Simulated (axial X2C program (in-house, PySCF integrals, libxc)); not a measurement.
# AuC: from the spin-free to the two-component result

Calculated with an in-house relativistic program for diatomic molecules. Spin-free means the one-electron spin-free X2C Hamiltonian; two-component (2c) means X2C with spin–orbit coupling and atomic mean-field two-electron Coulomb and Gaunt terms, so the difference of the two also holds small scalar two-electron terms. Basis: Au dyall-cv3z [13s14p9d6f4g], C dyall-v3z [7s6p2d1f] (cores contracted in-house); Gaussian nuclei, density fitting, unrestricted open shells. Masses: Au 196.967 u, C 12.000 u.

Spin-free state: M_S = 1/2, Λ = 1 (beyond evenly filled blocks: π+α); fragments Au + C.

| level | Re (Å) | ωe (cm⁻¹) | De (eV) | μ (D) |
| --- | --- | --- | --- | --- |
| PBE0 | 1.847 | 707.2 | 2.861 | -1.89 |
| HF | 2.024 | 414.7 | 0.310 | -1.68 |
| B3LYP | 1.859 | 689.7 | 2.810 | -1.72 |

Dipoles are positive if C is the positive end.

Question: Within this multiplet, which Ω should lie lowest by the rule for regular and inverted multiplets?

Answer: The open π shell holds one electron, so the multiplet is regular: Ω = Λ − 1/2 = 1/2. The PBE0 2c search agrees.

Two-component determinant lowest at the distance of the search:

Ω = 1/2 (⟨Sz⟩ = -0.49, ⟨Lz⟩ = 0.99 at PBE0); fragments Au + C.

| level | Re (Å) | ωe (cm⁻¹) | De (eV) | μ (D) |
| --- | --- | --- | --- | --- |
| PBE0 | 1.831 | 726.5 | 3.051 | -1.86 |
| HF | 1.989 | 451.3 | 0.414 | -1.79 |
| B3LYP | 1.842 | 708.5 | 2.999 | -1.70 |

Question: From the two tables, how do the constants change at the PBE0 level (2c against spin-free)?

Answer: At the PBE0 level Re falls by 0.016 Å and ωe rises by 19.3 cm⁻¹; De is not compared, since the atomic limits differ or miss part of their spin–orbit lowering.

Occupations by symmetry block were frozen at the best pattern of an incomplete PBE0 search. De is counted from the lowest determinant-based energies of the atoms at the same level, without counterpoise correction. Density functionals use the spin component along the axis (collinear). The 2c atoms are single determinants rather than J levels; their spin–orbit lowering is only partly caught, and De is too large by that part. This holds for PBE0, B3LYP. The functionals have no current-density term, which raises determinants with orbital currents, atoms included. The determinant is spin-polarised beyond a pure state at some levels (its spin-free form has ⟨S²⟩ too high), which makes Re and μ there less reliable.
